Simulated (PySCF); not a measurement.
SeF₄: how level, basis and relativity move the structure

Each row is its own optimisation.

Each entry is the lowest minimum that a search over a few typed start shapes (and spin states, where more than one is plausible) found, or that minimum re-optimised at the stated level; isomers with ligand–ligand bonds, or fragments after loss of a ligand pair, can lie lower. Open shells are unrestricted; no spin–orbit coupling; PySCF with density fitting.

| level | 2S+1 | point group | mean bond to Se (Å) | polar-tensor charge of Se | atomisation (kJ/mol) | lowest ω (cm⁻¹) | dipole (D) |
| --- | --- | --- | --- | --- | --- | --- | --- |
| PBE/def2-SVP (no relativity) | 1 | C2v | 1.776 | 2.10 | 1469 | 150 | 1.82 |
| B3LYP/def2-TZVP (no relativity) | 1 | C2v | 1.750 | 2.42 | 1328 | 162 | 1.88 |
| PBE/def2-TZVP (no relativity) | ? | ? | ? | ? | ? | ? | ? |

Fill in the row of PBE/def2-TZVP (no relativity).

2S+1: 1; point group: C2v; mean bond to Se (Å): 1.770; polar-tensor charge of Se: 2.27; atomisation (kJ/mol): 1491; lowest ω (cm⁻¹): 151; dipole (D): 1.73.

Across these levels the mean bond spreads over 0.026 Å and the highest wavenumber over 41 cm⁻¹; all give the same point group.

Levels that gave another bonding pattern or an unsound solution are left out.
